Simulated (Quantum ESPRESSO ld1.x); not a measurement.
Input file for ld1.x (Quantum ESPRESSO 7.5):

```
 &input
    atom='Te',
    iswitch=1,
    rel=2,
    dft='SLA-NOC-PBX-NOGC',
    config='[Kr] 4d10 5s2 5p2 6s0 4f0',
    rel_dist='energy',
    verbosity='high',
    lsmall=.true.,
    prefix='ld1',
    max_out_wfc=37,
    file_charge='ld1.rho',
 /
```

Command: `OMP_NUM_THREADS=1 ld1.x < ld1.in > ld1.out`

Output (excerpt):

```
     Program LD1 v.7.5 starts

     --------------------------- All-electron run ----------------------------

     dirac relativistic calculation

     atomic number is 52.00
     dft =SLA-NOC-PBX-NOGC   lsd =0 sic =0 latt =0  beta=0.20 tr2=1.0E-14
     Exchange-correlation= SLA-NOC-PBX-NOGC
                           (   1   0   3   0   0   0   0)
     mesh =2071 r(mesh) = 100.35925 a.u. xmin = -8.00 dx = 0.00800
     1 Ry =  13.60569312 eV, c = 137.03599908

     n l j   nl                  e(Ry)          e(Ha)          e(eV)
     Spin orbit split results
     1 0 0.5 1S 1( 2.00)   -2324.484767558   -1162.242383779 -31626.2264165
     2 0 0.5 2S 1( 2.00)    -357.452500785    -178.726250392  -4863.3890317
     2 1 0.5 2P 1( 2.00)    -334.989158309    -167.494579154  -4557.7596875
     2 1 1.5 2P 1( 4.00)    -314.811133650    -157.405566825  -4283.2236761
     3 0 0.5 3S 1( 2.00)     -72.166680411     -36.083340206   -981.8777074
     3 1 0.5 3P 1( 2.00)     -62.933569442     -31.466784721   -856.2548330
     3 1 1.5 3P 1( 4.00)     -59.173301755     -29.586650877   -805.0937847
     4 0 0.5 4S 1( 2.00)     -13.364352941      -6.682176471   -181.8312849
     4 1 0.5 4P 1( 2.00)     -10.191543750      -5.095771875   -138.6630167
     4 1 1.5 4P 1( 4.00)      -9.476375518      -4.738187759   -128.9326572
     3 2 1.5 3D 1( 4.00)     -42.889131327     -21.444565664   -583.5363591
     3 2 2.5 3D 1( 6.00)     -42.102698092     -21.051349046   -572.8363899
     4 2 1.5 4D 1( 4.00)      -4.416243600      -2.208121800    -60.0860552
     4 2 2.5 4D 1( 6.00)      -4.308014819      -2.154007410    -58.6135276
     5 0 0.5 5S 1( 2.00)      -2.308706275      -1.154353138    -31.4115491
     5 1 0.5 5P 1( 2.00)      -1.608205229      -0.804102614    -21.8807468
     5 1 1.5 5P 1( 0.00)      -1.531875920      -0.765937960    -20.8422337
     6 0 0.5 6S 1( 0.00)      -0.750447435      -0.375223718    -10.2103575
     4 3 2.5 4F 1( 0.00)      -0.341055562      -0.170527781     -4.6402973
     4 3 3.5 4F 1( 0.00)      -0.340922839      -0.170461420     -4.6384915
     Averaged results
     1 0     1S 1( 2.00)   -2324.484767558   -1162.242383779 -31626.2264165
     2 0     2S 1( 2.00)    -357.452500785    -178.726250392  -4863.3890317
     2 1     2P 1( 6.00)    -321.537141869    -160.768570935  -4374.7356799
     3 0     3S 1( 2.00)     -72.166680411     -36.083340206   -981.8777074
     3 1     3P 1( 6.00)     -60.426724317     -30.213362159   -822.1474675
     4 0     4S 1( 2.00)     -13.364352941      -6.682176471   -181.8312849
     4 1     4P 1( 6.00)      -9.714764929      -4.857382464   -132.1761104
     3 2     3D 1(10.00)     -42.417271386     -21.208635693   -577.1163776
     4 2     4D 1(10.00)      -4.351306332      -2.175653166    -59.2025386
     5 0     5S 1( 2.00)      -2.308706275      -1.154353138    -31.4115491
     5 1     5P 1( 2.00)      -1.557319023      -0.778659512    -21.1884047
     6 0     6S 1( 0.00)      -0.750447435      -0.375223718    -10.2103575
     4 3     4F 1( 0.00)      -0.340979721      -0.170489860     -4.6392654

     final scf error:  6.8E-15 reached in  22 iterations

     Etot =  -13586.272026 Ry,   -6793.136013 Ha, -184850.647870 eV

     Ekin =   14374.487693 Ry,    7187.243846 Ha,  195574.868348 eV
     Encl =  -32946.564162 Ry,  -16473.282081 Ha, -448260.841448 eV
     Eh   =    5331.338757 Ry,    2665.669378 Ha,   72536.559062 eV
     Exc  =    -345.534313 Ry,    -172.767157 Ha,   -4701.233832 eV
```

Run on one thread of a shared host, so times are rough (Intel(R) Xeon(R) Processor @ 2.60GHz): 0.71 s of CPU time, 0.74 s wall, 22 iterations on 2071 mesh points.
